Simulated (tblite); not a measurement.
Compound: C₃H₁₆Si₄.
SMILES with atom numbers: `[CH3:1][CH2:2][SiH2:3][Si@@H:4]([SiH3:5])[SiH2:6][CH3:7]` (hydrogens: H8, H9, H10 on C1; H11, H12 on C2; H13, H14 on Si3; H15 on Si4; H16, H17, H18 on Si5; H19, H20 on Si6; H21, H22, H23 on C7)

Computed with GFN2-xTB (tblite), gas phase: L-BFGS steps from a force-field or distance-geometry start until the largest atomic force falls under 0.01 eV/Å.

Step 125: E = -583.6125 eV
```
atom  x, y, z in Å  |  force x, y, z in eV/Å
C1     -3.2681    0.2554    1.2776    0.018   0.007  -0.007
C2     -2.0342    0.4682    0.4097   -0.005   0.014   0.009
Si3    -1.1495   -1.1622   -0.0330   -0.007  -0.016   0.019
Si4     0.7904   -0.7332   -1.2593   -0.030   0.004  -0.029
Si5     0.6718    1.2653   -2.4556    0.014  -0.052  -0.013
Si6     2.7230   -0.9381    0.0284    0.018  -0.025   0.019
C7      2.5236    0.1711    1.5594    0.000   0.000  -0.012
H8     -3.9935   -0.3778    0.7710    0.020  -0.004  -0.011
H9     -2.9953   -0.2263    2.2141   -0.004  -0.006   0.000
H10    -3.7521    1.2022    1.5117   -0.008   0.025   0.007
H11    -1.3450    1.1337    0.9353    0.002  -0.022  -0.007
H12    -2.3244    0.9936   -0.5029   -0.008  -0.014   0.004
H13    -2.1490   -2.0137   -0.6966    0.013   0.002  -0.001
H14    -0.8602   -1.8346    1.2460   -0.004  -0.018  -0.004
H15     0.8710   -1.8136   -2.2730    0.003   0.010   0.015
H16     1.9831    1.8513   -2.7446    0.010   0.002   0.002
H17    -0.0722    2.2859   -1.7137   -0.002   0.035   0.009
H18    -0.0069    1.1226   -3.7452   -0.007   0.016  -0.004
H19     2.9854   -2.3039    0.5099   -0.007   0.019  -0.006
H20     3.9607   -0.5290   -0.6560   -0.017   0.008   0.009
H21     1.6489   -0.1141    2.1384    0.015   0.009  -0.008
H22     3.3850    0.1123    2.2181   -0.011   0.003  -0.014
H23     2.4029    1.2117    1.2704   -0.001   0.004   0.021
```

Step 126: E = -583.6130 eV
```
atom  x, y, z in Å  |  force x, y, z in eV/Å
C1     -3.2700    0.2535    1.2764    0.016   0.000  -0.014
C2     -2.0316    0.4683    0.4149   -0.011   0.019   0.013
Si3    -1.1505   -1.1619   -0.0340   -0.008  -0.024   0.005
Si4     0.7897   -0.7349   -1.2606   -0.029   0.007  -0.025
Si5     0.6714    1.2624   -2.4596    0.015  -0.050  -0.019
Si6     2.7203   -0.9372    0.0300    0.026  -0.020   0.034
C7      2.5261    0.1749    1.5601   -0.004  -0.002  -0.014
H8     -3.9964   -0.3709    0.7600    0.020   0.006  -0.008
H9     -3.0039   -0.2407    2.2085    0.000   0.001  -0.001
H10    -3.7492    1.2009    1.5191   -0.008   0.016   0.004
H11    -1.3420    1.1269    0.9488   -0.002  -0.017  -0.014
H12    -2.3163    1.0006   -0.4958   -0.004  -0.014   0.018
H13    -2.1501   -2.0066   -0.7069    0.017   0.003   0.011
H14    -0.8645   -1.8380    1.2437   -0.006  -0.024  -0.009
H15     0.8741   -1.8188   -2.2703   -0.001   0.014   0.014
H16     1.9824    1.8448   -2.7583    0.008  -0.003   0.002
H17    -0.0627    2.2870   -1.7134   -0.005   0.034   0.012
H18    -0.0172    1.1231   -3.7447   -0.004   0.013   0.002
H19     2.9803   -2.3024    0.5164   -0.004   0.030  -0.015
H20     3.9578   -0.5260   -0.6533   -0.014  -0.002   0.005
H21     1.6547   -0.1116    2.1434    0.015   0.010  -0.003
H22     3.3910    0.1184    2.2146   -0.017   0.002  -0.016
H23     2.4017    1.2152    1.2711    0.001  -0.001   0.018
```

**Question.** Estimate the geometry and energy of step 127. (The exact step hangs on the optimiser's Hessian estimate; all steps are aligned on step 126, rigid shifts and turns removed.)

**Answer.** E = -583.6133 eV, largest force 0.038 eV/Å
```
atom  x, y, z in Å  |  force x, y, z in eV/Å
C1     -3.2707    0.2536    1.2755    0.017   0.000  -0.016
C2     -2.0290    0.4674    0.4190   -0.014   0.012   0.008
Si3    -1.1509   -1.1633   -0.0329   -0.006  -0.021  -0.006
Si4     0.7878   -0.7365   -1.2623   -0.018   0.008  -0.009
Si5     0.6711    1.2598   -2.4625    0.009  -0.028  -0.013
Si6     2.7178   -0.9369    0.0306    0.018  -0.002   0.033
C7      2.5271    0.1771    1.5596   -0.008  -0.001  -0.013
H8     -3.9957   -0.3673    0.7538    0.003   0.002  -0.014
H9     -3.0098   -0.2458    2.2057    0.007  -0.004   0.016
H10    -3.7487    1.2008    1.5212   -0.005   0.015  -0.002
H11    -1.3389    1.1213    0.9572    0.004  -0.004  -0.012
H12    -2.3097    1.0026   -0.4910   -0.001  -0.007   0.016
H13    -2.1495   -2.0032   -0.7132    0.015   0.000   0.018
H14    -0.8668   -1.8419    1.2440   -0.008  -0.027  -0.013
H15     0.8761   -1.8227   -2.2688   -0.005   0.012   0.009
H16     1.9817    1.8410   -2.7652    0.009  -0.009   0.002
H17    -0.0568    2.2880   -1.7135   -0.001   0.022   0.009
H18    -0.0232    1.1270   -3.7452   -0.004   0.007   0.000
H19     2.9760   -2.3010    0.5202    0.001   0.027  -0.018
H20     3.9544   -0.5218   -0.6510   -0.007  -0.011  -0.002
H21     1.6574   -0.1092    2.1448    0.004   0.007   0.005
H22     3.3933    0.1206    2.2120   -0.011   0.000  -0.011
H23     2.4021    1.2176    1.2721    0.001   0.000   0.009
```

The energy changes by -0.0004 eV. The first-order estimate −F·Δx gives -0.0006 eV and the mean of the old and new forces, exact on a quadratic surface, -0.0004 eV. The step makes an angle of 80° with the force vector and moves no atom by more than 0.011 Å.

The cost below is that of the whole relaxation. On Arm Neoverse N1, one thread, shared host, this took 4.6 s.
